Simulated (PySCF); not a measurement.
F₂GeH₄Si, SMILES F[SiH](F)[GeH3]. Heavy atoms are numbered as in [SiH:1]([F:2])([F:3])[GeH3:4]. Hydrogens are named by the atom that carries them.

Coordinates come from a PBE0-D3(BJ)/def2-SVP optimisation. This is a generated structure with no PubChem entry under its InChIKey; it may be hypothetical.

These are PBE/pcSseg-1 in PySCF values and carry that method's errors.

GIAO shieldings, no solvent; atoms alike by connectivity are averaged. δ = σ(ref) − σ: ²⁹Si against TMS (σ = 335.4 ppm); ¹⁹F against CFCl3 (σ = 133.6 ppm); ⁷³Ge against GeH4 (σ = 1614.4 ppm); ¹H against TMS (σ = 31.49 ppm), references at their B3LYP-D3(BJ)/def2-TZVP geometries, non-relativistic.

Computed chemical shifts:
```
nucleus       atoms  count  δ (ppm)
-------  ----------  -----  -------
²⁹Si      Si1 (SiH)      1     24.0
¹⁹F              F2      2   -165.2
⁷³Ge     Ge4 (GeH3)      1    -30.1
¹H         H on Si1      1     6.38
¹H         H on Ge4      3     3.81
```
